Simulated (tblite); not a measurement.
Run record: tight-binding relaxation, `C=C1C[C@](C#N)(OCC)[SiH2]1`.

Computed with GFN2-xTB geometry optimisation, gas phase (tblite 0.8.0). Start geometry: from a force field or distance geometry. The command runs a driver script over a list of jobs; the input below is this job's line of settings and its coordinates in Å.

Command:
```bash
OMP_NUM_THREADS=1 python probes_run.py task.json out
```

Input:
```
{"job": {"kind": "relax", "xc": "GFN2-xTB", "basis": "xTB"}, "charge": 0, "multiplicity": 1}
C      3.060600    -1.179500    -0.311700
C      2.095400    -0.247800    -0.298200
C      1.648900     0.729800     0.718600
C      0.212500     0.709000     0.286600
C     -0.466500     1.963700     0.484600
N     -1.000000     2.986600     0.615300
O     -0.563900    -0.382300     0.689500
C     -1.829200    -0.120900     0.154000
C     -2.823700    -1.211300     0.480100
Si     0.813100     0.356600    -1.426900
H      3.655100    -1.271400     0.587600
H      3.227700    -1.823500    -1.179000
H      1.869200     0.499500     1.776400
H      2.089600     1.732600     0.459200
H     -2.156400     0.851600     0.588400
H     -1.737800    -0.086500    -0.942700
H     -2.646300    -2.146900    -0.048900
H     -3.831900    -0.830100     0.151100
H     -2.897100    -1.331800     1.602500
H      1.160100     1.531700    -2.240500
H      0.111600    -0.712300    -2.146600
```

Output:
```
step      E/eV     max force
  0    -794.01919    3.768
  1    -794.26969    4.554
  2    -794.30246    5.849
  3    -794.46477    1.987
  4    -794.52702    0.554
  5    -794.57168    0.569
  6    -794.62745    0.373
  7    -794.64514    0.354
  8    -794.69061    0.354
  9    -794.72150    0.379
... (141 lines left out)
151    -795.01545    0.018
152    -795.01549    0.012
153    -795.01552    0.013
154    -795.01556    0.014
155    -795.01560    0.015
156    -795.01565    0.016
157    -795.01569    0.016
158    -795.01572    0.018
159    -795.01575    0.015
160    -795.01577    0.010
```

«max force» is the largest atomic force in eV/Å.

From which step on does the largest force stay under 0.1 eV/Å, and how much energy is left to gain from there?

From step 29 (0.089 eV/Å), 48.6 meV above the end.

In short: energy lowered by 23.0 kcal/mol over 160 steps; largest atomic force 0.010 eV/Å at the end.

Where do the atoms end?

0.675 Å rms from the input after alignment:
```
atom  x, y, z in Å
C1     3.5732   -0.5154   -0.4563
C2     2.2918   -0.1997   -0.3689
C3     1.5157    0.1794    0.8708
C4     0.1706    0.5754    0.2168
C5    -0.0942    1.9769    0.3200
N6    -0.2826    3.1086    0.3287
O7    -0.8746   -0.2416    0.7198
C8    -2.1359    0.0318    0.1584
C9    -3.1105   -1.0385    0.6202
Si10   0.8397    0.0386   -1.5541
H11    4.2143   -0.5453    0.4124
H12    4.0352   -0.7586   -1.3985
H13    1.3543   -0.6691    1.5366
H14    1.9739    0.9881    1.4420
H15   -2.4837    1.0282    0.4707
H16   -2.0582    0.0355   -0.9428
H17   -2.7759   -2.0166    0.2847
H18   -4.0992   -0.8384    0.2170
H19   -3.1613   -1.0438    1.7056
H20    0.9189    1.0961   -2.5561
H21    0.1793   -1.1746   -2.0273
```

Estimate the wall time. Hardware: one thread of an Arm Neoverse N1 (shared host).

About 2.5 s.
Labels such as C1 count atoms from 1, the log's own numbers from 0.
